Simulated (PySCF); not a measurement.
**Two probes of the same atoms: core binding energy and nuclear shielding**

Species: C₅H₆F₂.
Z-matrix (Å and degrees, GFN2-xTB geometry), rows numbered from 1:
```
C 
C   1  1.4668
C   2  1.3067  1  152.36
F   3  1.3223  2  148.99  1    -2.91
C   3  1.4721  2   65.46  1   177.02
C   5  1.5060  2  125.49  3  -110.87
F   5  1.3971  2  116.09  3   104.40
H   1  1.0896  2  109.54  3  -117.10
H   1  1.0875  2  110.55  3     3.49
H   1  1.0896  2  109.94  3   124.45
H   6  1.0883  5  109.84  2   -86.90
H   6  1.0861  5  109.78  2    33.44
H   6  1.0883  5  110.04  2   153.79
```

Binding energies: PySCF, delta-SCF UKS SCAN, pcX-2 on the ionised atom, pcseg-1 elsewhere, spin-free X2C. Shieldings: GIAO PBE0/pcSseg-1, non-relativistic, same geometry.

```json
{"atom": "C1", "isotropic shielding (ppm)": "179.1"}
{"atom": "C2", "isotropic shielding (ppm)": "80.2"}
{"atom": "C3", "isotropic shielding (ppm)": "25.9"}
{"atom": "C5", "isotropic shielding (ppm)": "103.2"}
{"atom": "C6", "isotropic shielding (ppm)": "165.2"}
```

**Question.** What are the C 1s binding energies of these atoms?

**Answer.** 
| atom | environment | C 1s (eV) | isotropic shielding (ppm) |
| --- | --- | --- | --- |
| C6 | methyl carbon | 290.97 | 165.2 |
| C2 | fully substituted alkene carbon | 291.18 | 80.2 |
| C1 | allylic carbon | 291.48 | 179.1 |
| C3 | vinylic C–F carbon | 292.92 | 25.9 |
| C5 | sp3 C–F carbon | 293.33 | 103.2 |

**Question.** Among the listed atoms, is the one with the highest binding energy also the least shielded?

**Answer.** No. The highest binding energy is at C5 (293.33 eV, shielding 103.2 ppm), the lowest shielding at C3 (25.9 ppm, 292.92 eV).

By binding energy: C6 < C2 < C1 < C3 < C5. By shielding: C3 < C2 < C5 < C6 < C1.

Geometry: GFN2-xTB; no solvent, vibrations or thermal averaging.
